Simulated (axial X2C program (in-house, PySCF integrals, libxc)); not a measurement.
## What spin–orbit coupling does to Br₂⁺

Calculated with an axial X2C code built on PySCF integrals. Spin-free means the one-electron spin-free X2C Hamiltonian; two-component (2c) means X2C with spin–orbit coupling and atomic mean-field two-electron Coulomb and Gaunt terms, so the difference of the two also holds small scalar two-electron terms. Basis: Br dyall-cv3z [8s9p6d4f1g] (cores contracted in-house); Gaussian nuclei, density fitting, unrestricted open shells. Masses: Br 78.918 u.

Spin-free state: M_S = 1/2, Λ = 1 (beyond evenly filled blocks: π+α, π+β, π-α); fragments Br+ + Br.

```
level  Re (Å)  ωe (cm⁻¹)  De (eV)
 PBE0   2.189      384.7    3.575
  LDA   2.194      372.3    4.784
```

Within this multiplet, which Ω should lie lowest by the rule for regular and inverted multiplets?

The open π shell holds three electrons, one hole, so the multiplet is inverted: Ω = Λ + 1/2 = 3/2. The PBE0 2c search agrees.

Two-component determinant lowest at the distance of the search:

Ω = 3/2 (⟨Sz⟩ = 0.50, ⟨Lz⟩ = 1.00 at PBE0); fragments Br+ + Br.

```json
{"level": "PBE0", "Re (Å)": "2.191", "ωe (cm⁻¹)": "382.4", "De (eV)": "3.536"}
{"level": "LDA", "Re (Å)": "2.197", "ωe (cm⁻¹)": "369.5", "De (eV)": "4.602"}
```

From the two tables, how do the constants change at the PBE0 level (2c against spin-free)?

At the PBE0 level Re rises by 0.002 Å and ωe decreases by 2.3 cm⁻¹; De changes by -0.039 eV.

Occupations by symmetry block were frozen at the best pattern of an incomplete PBE0 search. Dissociation energies refer to the lowest single-determinant-based atoms at the same level and basis. Density functionals use the spin component along the axis (collinear). The functionals have no current-density term, which raises determinants with orbital currents, atoms included.
